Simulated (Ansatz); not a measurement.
Level of theory: PBE0-D4/def2-TZVP run with Ansatz (an electronic-structure program). No frequencies were computed at this level.

Ansatz 0.2 input:
```yaml
crystal:
  periodic: [false, false, false]
  atoms:
    - { symbol: O, position_ang: [-0.117993, -0.63919, 1.432187] }
    - { symbol: Si, position_ang: [-0.263855, -0.011023, -0.031613] }
    - { symbol: O, position_ang: [1.185368, 0.057426, -0.729833] }
    - { symbol: Br, position_ang: [-1.131247, 2.017064, 0.057505] }
    - { symbol: Br, position_ang: [-1.641205, -1.324547, -1.117046] }
    - { symbol: H, position_ang: [0.62847, -0.480337, 2.001185] }
    - { symbol: H, position_ang: [1.340462, 0.380607, -1.612386] }
basis:
  gaussian: { orbitals: def2-tzvp }
hamiltonian:
  xc: pbe0
  dispersion: d4
relax:
  max_steps: 150
```

Output:

```
Functional definition: PBE0
1484 factors; their error is unknown
mean field evaluation 1: about -152072.0295 eV, gradient 7.2e1 eV
mean field evaluation 2: about -152058.2483 eV, gradient 1.1e2 eV
mean field evaluation 4: about -152079.9168 eV, gradient 3.4e0 eV
mean field evaluation 8: about -152080.8447 eV, gradient 5.9e-1 eV
mean field evaluation 16: about -152080.8450 eV, gradient 3.6e-4 eV
mean field -152080.84500857 eV, -5588.8679699658 hartree, gradient 3.6e-5 eV, S^2 0.000000; 0 other end points of the search recorded, 0 dependent functions left out
reference -152080.84503566 eV, -5588.8679709615 hartree; 51, 51 occupied and 156, 156 virtual orbitals, 1484 factors
relax step   1: F+E_penalty+E_count = -152081.05474554 eV  Δ(F+E_penalty+E_count) = +0.000e0 eV  max|allowed force component| = 4.077e-1 eV/Å  Δτ_max = 0.0000 Å  (29 SCF iters, accepted)
these checks for a lower state are left out or cut short: starts, cluster_reference, orbital_swaps, neighbouring_geometries, increment
1484 factors; their error is unknown
mean field -152080.85495430 eV, -5588.8683354647 hartree, gradient 2.4e-5 eV, S^2 0.000000; 0 other end points of the search recorded, 0 dependent functions left out
reference -152080.85498139 eV, -5588.8683364601 hartree; 51, 51 occupied and 156, 156 virtual orbitals, 1484 factors
relax step   2: F+E_penalty+E_count = -152081.06449010 eV  Δ(F+E_penalty+E_count) = -9.745e-3 eV  max|allowed force component| = 3.330e-1 eV/Å  Δτ_max = 0.0302 Å  (31 SCF iters, accepted)
these checks for a lower state are left out or cut short: starts, cluster_reference, orbital_swaps, neighbouring_geometries, increment
1484 factors; their error is unknown
mean field evaluation 32: about -152080.8637 eV, gradient 2.4e-5 eV
mean field -152080.86373966 eV, -5588.8686583207 hartree, gradient 2.4e-5 eV, S^2 0.000000; 0 other end points of the search recorded, 0 dependent functions left out
reference -152080.86376675 eV, -5588.8686593164 hartree; 51, 51 occupied and 156, 156 virtual orbitals, 1484 factors
relax step   3: F+E_penalty+E_count = -152081.07297986 eV  Δ(F+E_penalty+E_count) = -8.490e-3 eV  max|allowed force component| = 1.897e-1 eV/Å  Δτ_max = 0.0223 Å  (31 SCF iters, accepted)
these checks for a lower state are left out or cut short: starts, cluster_reference, orbital_swaps, neighbouring_geometries, increment
1484 factors; their error is unknown
mean field -152080.87106834 eV, -5588.8689276446 hartree, gradient 2.5e-5 eV, S^2 0.000000; 0 other end points of the search recorded, 0 dependent functions left out
reference -152080.87109541 eV, -5588.8689286393 hartree; 51, 51 occupied and 156, 156 virtual orbitals, 1484 factors
relax step   4: F+E_penalty+E_count = -152081.08015265 eV  Δ(F+E_penalty+E_count) = -7.173e-3 eV  max|allowed force component| = 2.301e-1 eV/Å  Δτ_max = 0.0345 Å  (31 SCF iters, accepted)
these checks for a lower state are left out or cut short: starts, cluster_reference, orbital_swaps, neighbouring_geometries, increment
1484 factors; their error is unknown
mean field -152080.87180587 eV, -5588.8689547483 hartree, gradient 2.6e-5 eV, S^2 0.000000; 0 other end points of the search recorded, 0 dependent functions left out
reference -152080.87183290 eV, -5588.8689557416 hartree; 51, 51 occupied and 156, 156 virtual orbitals, 1484 factors
relax step   5: F+E_penalty+E_count = -152081.08088239 eV  Δ(F+E_penalty+E_count) = -7.297e-4 eV  max|allowed force component| = 2.531e-1 eV/Å  Δτ_max = 0.0463 Å  (31 SCF iters, accepted)
these checks for a lower state are left out or cut short: starts, cluster_reference, orbital_swaps, neighbouring_geometries, increment
1484 factors; their error is unknown
mean field -152080.87584598 eV, -5588.8691032198 hartree, gradient 2.5e-5 eV, S^2 0.000000; 0 other end points of the search recorded, 0 dependent functions left out
reference -152080.87587301 eV, -5588.8691042132 hartree; 51, 51 occupied and 156, 156 virtual orbitals, 1484 factors
relax step   6: F+E_penalty+E_count = -152081.08503742 eV  Δ(F+E_penalty+E_count) = -4.155e-3 eV  max|allowed force component| = 1.013e-1 eV/Å  Δτ_max = 0.0304 Å  (31 SCF iters, accepted)
these checks for a lower state are left out or cut short: starts, cluster_reference, orbital_swaps, neighbouring_geometries, increment
1484 factors; their error is unknown
mean field -152080.87769761 eV, -5588.8691712659 hartree, gradient 6.4e-6 eV, S^2 0.000000; 0 other end points of the search recorded, 0 dependent functions left out
reference -152080.87772460 eV, -5588.8691722578 hartree; 51, 51 occupied and 156, 156 virtual orbitals, 1484 factors
relax step   7: F+E_penalty+E_count = -152081.08693119 eV  Δ(F+E_penalty+E_count) = -1.894e-3 eV  max|allowed force component| = 8.510e-2 eV/Å  Δτ_max = 0.0589 Å  (30 SCF iters, accepted)
these checks for a lower state are left out or cut short: starts, cluster_reference, orbital_swaps, neighbouring_geometries, increment
1484 factors; their error is unknown
mean field evaluation 64: about -152080.8781 eV, gradient 1.8e-4 eV
mean field -152080.87806309 eV, -5588.8691846969 hartree, gradient 2.5e-5 eV, S^2 0.000000; 0 other end points of the search recorded, 0 dependent functions left out
reference -152080.87809007 eV, -5588.8691856887 hartree; 51, 51 occupied and 156, 156 virtual orbitals, 1484 factors
relax step   8: F+E_penalty+E_count = -152081.08733451 eV  Δ(F+E_penalty+E_count) = -4.033e-4 eV  max|allowed force component| = 4.089e-2 eV/Å  Δτ_max = 0.0159 Å  (30 SCF iters, accepted)
these checks for a lower state are left out or cut short: starts, cluster_reference, orbital_swaps, neighbouring_geometries, increment
1484 factors; their error is unknown
mean field -152080.87848204 eV, -5588.8692000932 hartree, gradient 2.5e-5 eV, S^2 0.000000; 0 other end points of the search recorded, 0 dependent functions left out
reference -152080.87850903 eV, -5588.8692010851 hartree; 51, 51 occupied and 156, 156 virtual orbitals, 1484 factors
relax step   9: F+E_penalty+E_count = -152081.08776610 eV  Δ(F+E_penalty+E_count) = -4.316e-4 eV  max|allowed force component| = 3.997e-3 eV/Å  Δτ_max = 0.0170 Å  (31 SCF iters, accepted)
1484 factors; their error is unknown
mean field evaluation 96: about -152080.8785 eV, gradient 6.2e-4 eV
mean field -152080.87848204 eV, -5588.8692000932 hartree, gradient 2.4e-5 eV, S^2 0.000000; 1 other end points of the search recorded, 0 dependent functions left out
reference -152080.87850903 eV, -5588.8692010851 hartree; 51, 51 occupied and 156, 156 virtual orbitals, 1484 factors
Total energy: -152081.08779309 eV, -5588.8768921325 hartree
Atom 0 at    -0.082059    -0.727261     1.424935 Å, force     0.003088     0.002135     0.002187 eV/Å
Atom 1 at    -0.246666    -0.069877    -0.042470 Å, force    -0.002273    -0.000288     0.000059 eV/Å
Atom 2 at     1.204426    -0.024003    -0.767906 Å, force     0.000998    -0.000821    -0.001082 eV/Å
Atom 3 at    -1.050699     1.990458     0.066337 Å, force    -0.000588     0.000035     0.003185 eV/Å
Atom 4 at    -1.679238    -1.325798    -1.128376 Å, force     0.000104    -0.000473    -0.000713 eV/Å
Atom 5 at     0.561774    -0.335092     2.019363 Å, force    -0.003088     0.000581    -0.003997 eV/Å
Atom 6 at     1.292462     0.491574    -1.571885 Å, force     0.001759    -0.001169     0.000360 eV/Å
Dipole moment:     0.339154     0.218777    -0.023449 e Å
```

Cost: around 100 core-seconds (rough).
